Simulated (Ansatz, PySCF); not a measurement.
Si(H)2(Me)(vinyl) (C₃H₈Si), SMILES C=C[SiH2]C. Atoms are numbered in the order given.

```xyz
12

Si     0.4798    -0.4210     0.4387
C      1.9341     0.2530    -0.5569
C     -1.1484    -0.0898    -0.4312
C     -2.1336     0.6606     0.0811
H      0.6625    -1.8941     0.6251
H      0.4254     0.2240     1.7856
H      1.8431     1.3425    -0.6918
H      2.8899     0.0465    -0.0490
H      1.9734    -0.2120    -1.5553
H     -1.3049    -0.5281    -1.4273
H     -3.0712     0.8434    -0.4568
H     -2.0483     1.1283     1.0690
```

The structure is a stationary point at B3LYP-D3(BJ)/def2-SVP. Other conformers were not sampled.

Vertical ionisation energy (IE) and electron affinity (EA) in eV. Rows of orbital energies are one-electron estimates. Where ΔSCF, EOM or ADC give a negative EA the extra electron is unbound and the value depends on the basis.

```
level                                                                        IE     EA
------------------------------------------------------------------------  -----  -----
−ε(HOMO), −ε(LUMO), PBE0/def2-TZVP (PySCF)                                 7.81   0.42
−ε(HOMO), −ε(LUMO), PBE/def2-TZVP (PySCF)                                  6.69   1.42
ΔSCF, CAM-B3LYP/def2-SVPD (Ansatz), final states of multiplicity 2 and 2  10.02  -1.41
ΔSCF, PBE/def2-SVPD (Ansatz), final states of multiplicity 2 and 2         9.67  -1.12
```

What vertical singlet–triplet gap does ΔSCF give with CAM-B3LYP/def2-SVPD (Ansatz, a program for electronic structure) and with PBE/def2-SVPD (Ansatz)? (Estimate from the structure and the level; the computed values follow.)

4.20 and 4.27 eV (triplet above singlet where positive).
